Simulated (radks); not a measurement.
Values are calculated unless marked as measured or tabulated.
Charge is removed step by step from the 1s1/2 level of neutral helium, starting from [He]. Code: a radial shooting solver on a logarithmic mesh with Libxc functionals. Model: Dirac Kohn-Sham, BLYP, spin-unpolarised, spherical densities, point nucleus.

removed (e) = 0: E - E(0) (eV) 0.000; eigenvalue (eV) -15.916; E minus straight line (eV) 0.000
removed (e) = 0.1: E - E(0) (eV) 1.694; eigenvalue (eV) -17.981; E minus straight line (eV) -1.021
removed (e) = 0.2: E - E(0) (eV) 3.599; eigenvalue (eV) -20.117; E minus straight line (eV) -1.833
removed (e) = 0.3: E - E(0) (eV) 5.720; eigenvalue (eV) -22.319; E minus straight line (eV) -2.427
removed (e) = 0.4: E - E(0) (eV) 8.065; eigenvalue (eV) -24.586; E minus straight line (eV) -2.798
removed (e) = 0.5: E - E(0) (eV) 10.639; eigenvalue (eV) -26.915; E minus straight line (eV) -2.939
removed (e) = 0.6: E - E(0) (eV) 13.450; eigenvalue (eV) -29.302; E minus straight line (eV) -2.845
removed (e) = 0.7: E - E(0) (eV) 16.501; eigenvalue (eV) -31.745; E minus straight line (eV) -2.509
removed (e) = 0.8: E - E(0) (eV) 19.800; eigenvalue (eV) -34.238; E minus straight line (eV) -1.925
removed (e) = 0.9: E - E(0) (eV) 23.351; eigenvalue (eV) -36.778; E minus straight line (eV) -1.091
removed (e) = 1: E - E(0) (eV) 27.157; eigenvalue (eV) -39.358; E minus straight line (eV) 0.000

Removing the whole electron costs 27.157 eV by Delta-SCF, against 15.916 eV from minus the eigenvalue at the starting occupation. Slater's transition state (half an electron removed) gives 26.915 eV. Integrating minus the eigenvalue over the occupation (Janak's theorem) gives 27.157 eV. The mean slope of the eigenvalue, de/dn, is 23.4 eV per electron. Ionisation energy of He in the NIST Atomic Spectra Database: 24.587 eV (measured).

Beside tabulated values, note that spin-unpolarised runs miss the spin-polarisation part of the exchange energy of open shells.
